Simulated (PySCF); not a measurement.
## C5H9FO2Si: full NMR table

| Quantity | Value |
| --- | --- |
| Formula | C5H9FO2Si |
| SMILES | C=C(C)[SiH2][C@H](F)C(=O)O |
| Point group of the computed structure | C1 |
| Degrees of unsaturation | 2 |
| Carbon signals | 5 |
| Proton signals | 7 |

Molfile (atoms numbered from 1):
```
C5H9FO2Si
     RDKit          3D

 18 17  0  0  0  0  0  0  0  0999 V2000
   -1.2857    1.4118   -0.2446 C   0  0  0  0  0  0  0  0  0  0  0  0
   -1.3656    0.0882   -0.1514 C   0  0  0  0  0  0  0  0  0  0  0  0
   -2.6449   -0.5886    0.2476 C   0  0  0  0  0  0  0  0  0  0  0  0
    0.0803   -1.0757   -0.4752 Si  0  0  0  0  0  4  0  0  0  0  0  0
    1.5072   -0.1892   -1.4489 C   0  0  2  0  0  0  0  0  0  0  0  0
    2.3066   -1.1880   -1.9669 F   0  0  0  0  0  0  0  0  0  0  0  0
    2.2757    0.6963   -0.5337 C   0  0  0  0  0  0  0  0  0  0  0  0
    1.9734    1.8384   -0.2899 O   0  0  0  0  0  0  0  0  0  0  0  0
    3.2966    0.0757    0.0604 O   0  0  0  0  0  0  0  0  0  0  0  0
   -2.1364    2.0440   -0.0363 H   0  0  0  0  0  0  0  0  0  0  0  0
   -0.3746    1.9175   -0.5147 H   0  0  0  0  0  0  0  0  0  0  0  0
   -2.9570   -1.2894   -0.5243 H   0  0  0  0  0  0  0  0  0  0  0  0
   -2.4955   -1.1593    1.1624 H   0  0  0  0  0  0  0  0  0  0  0  0
   -3.4407    0.1347    0.4102 H   0  0  0  0  0  0  0  0  0  0  0  0
   -0.2955   -2.1781   -1.3667 H   0  0  0  0  0  0  0  0  0  0  0  0
    0.6639   -1.6016    0.7640 H   0  0  0  0  0  0  0  0  0  0  0  0
    1.1266    0.3875   -2.2944 H   0  0  0  0  0  0  0  0  0  0  0  0
    3.7567    0.6823    0.6612 H   0  0  0  0  0  0  0  0  0  0  0  0
  1  2  2  0
  2  3  1  0
  2  4  1  0
  4  5  1  0
  5  6  1  0
  5  7  1  0
  7  8  2  0
  7  9  1  0
  1 10  1  0
  1 11  1  0
  3 12  1  0
  3 13  1  0
  3 14  1  0
  4 15  1  0
  4 16  1  0
  5 17  1  6
  9 18  1  0
M  END
```

Computed data (PySCF 2.14): NMR shieldings at PBE0/pcSseg-1/GIAO, GFN2-xTB structure. Isolated molecule, averaged over atoms made equivalent by symmetry, fast rotation or ring inversion, one conformer, no relativistic terms.

References, each an isolated molecule treated in the same way: 1H (σ = 31.72 ppm), 13C (σ = 186.93 ppm), 29Si (σ = 349.16 ppm) against TMS; 19F (σ = 170.95 ppm) against CFCl3; 17O (σ = 336.08 ppm) against H2O.

```tsv
carbon	δC, type	δH (multiplicity)	HMBC from (2–3 bonds)	span of the C tensor (ppm)
C1	141.9, CH2	H10 6.33 (br s); H11 6.50 (br s)	H16, H15, H12/H13/H14	221
C2	143.3, C	–	H11, H10, H17, H16, H15, H12/H13/H14	240
C3	28.0, CH3	2.01 (s)	H11, H10, H16, H15	44
C5	86.9, CH	5.49 (m)	H16, H15	82
C7	179.6, C	–	H17, H16, H15	171
```

Other nuclei:
| atoms | nucleus | environment | δ (ppm) | σ (ppm) |
| --- | --- | --- | --- | --- |
| H18 | 1H | hydrogen on an acid hydroxyl oxygen | 6.49 | 25.22 |
| H16 | 1H | hydrogen on a silicon bonded to 2 C | 4.58 | 27.13 |
| H15 | 1H | hydrogen on a silicon bonded to 2 C | 4.51 | 27.21 |
| F6 | 19F | fluorine on an sp3 carbon | -254.5 | 425.5 |
| Si4 | 29Si | silicon bonded to 2 C, 2 H | -41.6 | 390.8 |
| O8 | 17O | carbonyl oxygen | 419.5 | -83.4 |
| O9 | 17O | acid hydroxyl oxygen | 212.2 | 123.8 |

Carbon types of the structure: 2 × C, 1 × CH, 1 × CH2, 1 × CH3, leaving 3 H on heteroatoms. δC 179.6: carboxylic acid carbon; it is a carbonyl in resonance with an O or N lone pair, the region of acids, esters and amides. δC 143.3: fully substituted alkene carbon; the olefinic region. δC 141.9: terminal =CH2 carbon; as expected for a trigonal carbon in a double bond. δC 86.9: sp3 CH bonded to F and Si, α to a carbonyl; pulled downfield by the heteroatom. δC 28.0: allylic methyl carbon; aliphatic region, no heteroatom directly attached.

The OH or NH signal is concentration- and solvent-dependent in practice; the value given is the gas-phase one. Splittings by 19F in the carbon and heteronuclear signals aren't shown, as no couplings were computed. Shifts are as computed. Against solution values, carbons near 30 ppm lie about +3 ppm off and those near 130 ppm about +5 ppm. Of 1211 compounds with measured shifts, 218 miss one by over three times the rms of a fit or turn the order of signals round; such compounds aren't used in these exercises. In solution the two oxygens of a carboxylic acid exchange roles by proton transfer and give one 17O line. Hydrogen bonding in solution shields acid and N–H amide carbonyl oxygens by tens of ppm. Hydrogen bonding in solution deshields acid and N–H amide carbonyl carbons by as much as 10 ppm beyond these values. Unscaled 19F shifts against computed CFCl3 carry errors that often reach 10 to 50 ppm. Unscaled 17O shifts of doubly bonded oxygen tend to come out too high, by tens of ppm or more. Experimental scales use liquid or dissolved standards, which lie at an offset from isolated H2O (liquid H2O: subtract about 36 ppm). Multiplicities follow the n + 1 count of equivalent neighbours, as no J values were calculated; m marks all less simple cases, F and P coupling included.
